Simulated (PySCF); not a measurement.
**A small calculation by hand: oscillator strength and radiative lifetime**

Ge(H)(SH) (GeH2S), SMILES [SH][GeH] (connectivity only; charge and spin as stated), neutral, multiplicity 1.

Coordinates come from a PBE0-D3(BJ)/def2-TZVP optimisation.

TDA-CAM-B3LYP/def2-TZVPD (PySCF) puts the first singlet state with f over 0.02 at 4.94 eV (vertical), with the transition dipole (-0.028, 0.547, 0.000) in atomic units.

Problem. Find the oscillator strength, the wavelength and the radiative lifetime that this transition would have in vacuum if emission retraced absorption.

Solution. 
|μ|² = 0.3000 au, so |μ| = 1.39 D. ΔE = 4.94/27.211 = 0.1815 hartree. f = (2/3) ΔE |μ|² = 0.036 (the program prints 0.036).
λ = 1239.84/4.94 = 251 nm; ν = 39844 cm⁻¹.
Einstein's coefficient A = 0.6670 ν² f s⁻¹ (ν in cm⁻¹) = 3.8e7 s⁻¹, so τ = 1/A = 26 ns. This state is S2; the lower singlet has f = 0.019. The figure is the radiative limit of this one transition; relaxation, internal conversion, crossing to triplets and a medium change what is measured.
